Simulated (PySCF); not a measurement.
Species: C4H9BrOSi.
Numbering: `[Br:1][SiH:2]1[CH2:3][CH2:4][O:5][CH2:6][CH2:7]1` (hydrogens: H8 on Si2; H9, H10 on C3; H11, H12 on C4; H13, H14 on C6; H15, H16 on C7)

Method: PBE0-D3(BJ)/def2-SVP geometry optimisation, gas phase (PySCF 2.14.0).

(1) Give the optimised bond lengths and angles.

Answers

(1) 
```
          bond  length (Å)   order
       Br1–Si2       2.246  single
Si2–C3, Si2–C7       1.876  single
  C3–C4, C6–C7       1.532  single
  C4–O5, O5–C6       1.404  single
        Si2–H8       1.490  single
 C3–H9, C7–H15       1.104  single
C3–H10, C7–H16       1.101  single
C4–H11, C6–H14       1.101  single
C4–H12, C6–H13       1.110  single
```

Bonds in one row agree within 0.01 Å and their mean is given. Orders are formal, as drawn. A selection of angles:
```
     angle  degrees
Br1–Si2–C3    108.7
Br1–Si2–C7    108.4
Br1–Si2–H8    107.0
 C3–Si2–C7    104.0
 C3–Si2–H8    114.2
 Si2–C3–C4    109.5
 Si2–C3–H9    107.9
Si2–C3–H10    111.8
  C4–C3–H9    109.4
 C4–C3–H10    110.7
 H9–C3–H10    107.4
  C3–C4–O5    113.3
 C3–C4–H11    110.3
 C3–C4–H12    109.6
 O5–C4–H11    106.1
 O5–C4–H12    110.2
H11–C4–H12    107.1
  C4–O5–C6    115.2
```

Torsions: Br1–Si2–C3–C4 77° (synclinal); Si2–C3–C4–O5 54° (synclinal); C3–C4–O5–C6 -73° (synclinal); C4–O5–C6–C7 74° (synclinal); O5–C6–C7–Si2 -55° (synclinal); Br1–Si2–C7–C6 -77° (synclinal).

Of the pairs four or more bonds apart, H12···H13 is among the closest relative to their van der Waals radii: 2.30 Å, 96 % of the sum of Bondi's values. The 6-membered ring Si2–C3–C4–O5–C6–C7 has internal angles of 104.0° to 115.2°; it is puckered, 0.23 Å rms from its mean plane, widest ring torsion 74°. O5 (cyclic ether oxygen) is bent (angle 115.2°). Si2 (SiH silicon) is distorted tetrahedral (angles from 104.0° to 114.4°).

Point group: Cs (every atom within 0.08 Å of its image). Stationary, but not proved a minimum. The numbers are those of one conformer.
